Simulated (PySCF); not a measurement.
What settings do to a single point of Eu(NH2)3

The sound run of Eu(NH2)3 (singlet in the valence; each metal's 4f electrons, 6 of them, lie in its core potential, out of spins and levels) uses PySCF 2.14.0, RKS B3LYP, Eu lcecp-1-SVP with ECP52, N def2-SVP, H def2-SVP; non-relativistic Hamiltonian with scalar-relativistic core potentials where named; density fitting; no spin-orbit coupling, grid (50, 194), threshold 1e-8 Eh and 55 cycles, at the relaxed geometry:

```xyz
10

Eu   -0.0079   -0.0094    0.0630
N     2.2157    0.0019    0.0033
H     2.8389    0.8111    0.0719
H     2.8390   -0.8022   -0.1088
N    -1.1105    1.9153    0.2309
H    -0.6971    2.8490    0.2985
H    -2.1217    2.0723    0.2346
N    -1.1144   -1.9213   -0.2088
H    -2.1275   -2.0622   -0.2445
H    -0.7146   -2.8545   -0.3401
```

There Eu1 has a Mulliken charge of 0.86 e and the dipole about the centre of mass is 0.20 D. Each run below changes one thing and starts from free metal ions and neutral atoms unless it says otherwise; with 55 cycles, smearing, a level shift and second-order steps follow where DIIS fails, and their cycles count. Energy shifts count from the sound run. On f atoms grids over 110 angular points are at least (60, 302).

```
                                               change        outcome  cycles  energy shift (eV)  largest force component (eV/Å)  charge on Eu1 (e)  dipole about the centre of mass (D)
start from the bare core Hamiltonian, limit 75 cycles      converged      13             0.0000                            0.02               0.86                                 0.20
                                       grid (40, 110)      converged       9             0.0001                            0.05               0.86                                 0.20
                                        cycle limit 8  not converged       8                  –                               –                  –                                    –
```

Task: How does the run with this change end: all coordinates × 0.94?

Result: outcome converged, cycles 9, energy shift (eV) 1.07, largest force component (eV/Å) 3.25, charge on Eu1 (e) 0.73, dipole about the centre of mass (D) 0.18.

Forces carry noise of the integration grid, about 0.01 to 0.03 eV/Å.

An lcecp potential fixes the number of 4f electrons, so in runs with it no electron can move into or out of that shell.
